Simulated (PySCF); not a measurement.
**Structure elucidation problem**

The spectra below were simulated for a compound C₄H₉N₂OP.

1H NMR (400 MHz, computed): δ 8.80 (m, 1H), 5.69 (m, 2H), 2.94 (m, 6H).

13C{1H} NMR (computed): δ 118.9 (CH, 2C), 30.0 (CH3, 2C).

How the numbers were obtained: GIAO PBE0/pcSseg-1 shieldings, structure optimised with GFN2-xTB, in PySCF 2.14 (a single conformation, rapidly exchanging positions averaged, relativity neglected, in vacuum).

Referencing at the same level of theory: TMS for 1H (σ = 31.72 ppm), 13C (σ = 186.93 ppm).

Deduce the structure.

Results:


1. 2 carbon signals for 4 carbons: some carbons are equivalent by symmetry or fast rotation.
2. Carbon types of the structure: 2 × CH, 2 × CH3, leaving 1 H on heteroatoms.
3. δC 118.9: alkene carbon bearing nitrogen; as expected for a trigonal carbon in a double bond.
4. δC 30.0: methyl carbon bonded to N; the inductive effect lowers its shielding.
5. δH 8.80: hydrogen on a phosphorus bonded to 2 N, O, in a 5-membered ring.
6. δH 5.69: hydrogen on an alkene carbon bearing nitrogen; attached to an sp2 carbon and in the plane of the double bond.
7. δH 2.94: hydrogen on a methyl carbon bonded to N; its carbon carries N, which withdraws density.

Structure: SMILES N1(C)C=CN(C)[PH]1=O.

The data come from this structure; uniqueness wasn't tested.

Splittings by 31P in the carbon and heteronuclear signals aren't shown, as no couplings were computed. Shifts are as computed. Against solution values, carbons near 30 ppm lie about +3 ppm off and those near 130 ppm about +5 ppm. Of 1211 compounds with measured shifts, 218 miss one by over three times the rms of a fit or turn the order of signals round; such compounds aren't used in these exercises. Multiplicities follow the n + 1 count of equivalent neighbours, as no J values were calculated; m marks all less simple cases, F and P coupling included.
